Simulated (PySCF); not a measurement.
## Gas-phase XPS of `C[S+](C)[GaH3-]`, computed

C2H9GaS.
Numbering: `[CH3:1][S+:2]([CH3:3])[GaH3-:4]`

Computed with PySCF 2.14.0, delta-SCF UKS SCAN, pcX-2 on the ionised atom, pcseg-1 elsewhere, spin-free X2C. These are vertical core ionisation energies against the vacuum level, from separate self-consistent calculations with and without the core hole.

**Question.** Give the core binding energies atom by atom.

**Answer.** 
```tsv
atom(s)	bonded to	level	binding energy (eV)	count
C1/C3	S and 3 H	C 1s	291.87	2
S2	2 C and Ga	S 1s	2478.15	1
```

**Question.** Which photon wavelength matches the C 1s of C1/C3 threshold?

**Answer.** λ = hc/E = 12398.42 eV Å / 291.87 eV = 42.479 Å.

**Question.** Which effective nuclear charge Zeff reproduces each element's mean 1s value in the hydrogen-like formula E = 13.606 eV × Zeff²?

**Answer.** C (Z = 6): mean 291.9 eV, Zeff = 4.63, Z − Zeff = 1.37; S (Z = 16): mean 2478.2 eV, Zeff = 13.50, Z − Zeff = 2.50. Means run over the listed sites, weighted by atom count.

Topologically equivalent atoms share the value of their first member; where this conformer doesn't relate them by symmetry, their own values could differ. Not every level is listed. No level of gallium is listed. Isolated species at its PBE0-D3(BJ)/def2-SVP geometry, gas phase.

Time: 29 s wall. Hardware: one thread of an x86-64 server, no GPU (shared host).
